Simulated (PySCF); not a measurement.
Compound: (Cl2Ga-mu-H)3.
Bonds: Ga1–Cl2, Ga1–Cl3, Ga5–Cl6, Ga5–Cl7, Ga9–Cl10, Ga9–Cl11. Hydrogens: H4, H12 on Ga1; H4, H8 on Ga5; H8, H12 on Ga9.

Computed with PBE0-D3(BJ)/def2-SVP geometry optimisation, gas phase (PySCF 2.14.0).

Problem. List the bond lengths and angles at this level.

Solution. 
```tsv
bond	length (pm)
Ga1–Cl2 and 5 like bonds	212.8
Ga1–H4 and 4 like bonds	170.2
Ga5–H8	171.2
```

Bonds in one row agree within 1 pm and their mean is given. A selection of angles:
```tsv
angle	degrees
Cl2–Ga1–Cl3	125.1
Cl2–Ga1–H4	109.2
Cl2–Ga1–H12	103.6
Cl3–Ga1–H4	106.2
H4–Ga1–H12	99.9
Ga1–H4–Ga5	134.6
H4–Ga5–Cl7	106.9
H4–Ga5–H8	97.9
Cl6–Ga5–Cl7	122.8
Ga5–H8–Ga9	129.0
```

Ga1 (gallium bonded to 2 Cl and 2 H) has angles from 99.9° to 125.1°.

Point group: near Cs, missed by 0.38 Å at most; the miss may be what the optimiser left on a soft mode. No PBE0-D3(BJ)/def2-SVP frequencies stand behind this structure, so it isn't proved a minimum.
